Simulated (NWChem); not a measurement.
System: C2H4O3Si; SMILES C1([SiH3])OC(=O)O1

```xyz
10

O      0.4898     2.5221     0.0000
C      0.0312     1.4389     0.0000
O     -0.3209     0.5976    -1.0106
C     -0.7038    -0.3413     0.0000
Si     0.3434    -1.9486     0.0000
O     -0.3209     0.5976     1.0106
H     -1.7966    -0.4968     0.0000
H     -0.0051    -2.7253     1.2230
H      1.7770    -1.5495     0.0000
H     -0.0051    -2.7253    -1.2230
```
Atoms are numbered in this order, from 1.

Computed with NWChem. Pople sets run with spherical d functions. Geometry: optimised at PBE0/def2-SVP. Atomic charges in e: unrestrained fits to the electrostatic potential beside Mulliken populations; buried atoms are poorly determined by the fit.

### Question
What does the run give for Hartree-Fock/6-31G*? Quantities: ESP O1; Mulliken O1; ESP C2; Mulliken C2; ESP O3; Mulliken O3; ESP C4; Mulliken C4; ESP Si5; Mulliken Si5; relative RMS misfit of the potential (%).

### Answer
ESP O1: -0.59
Mulliken O1: -0.53
ESP C2: 1.06
Mulliken C2: 1.05
ESP O3: -0.57
Mulliken O3: -0.63
ESP C4: 0.55
Mulliken C4: 0.21
ESP Si5: 0.40
Mulliken Si5: 0.69
relative RMS misfit of the potential (%): 18
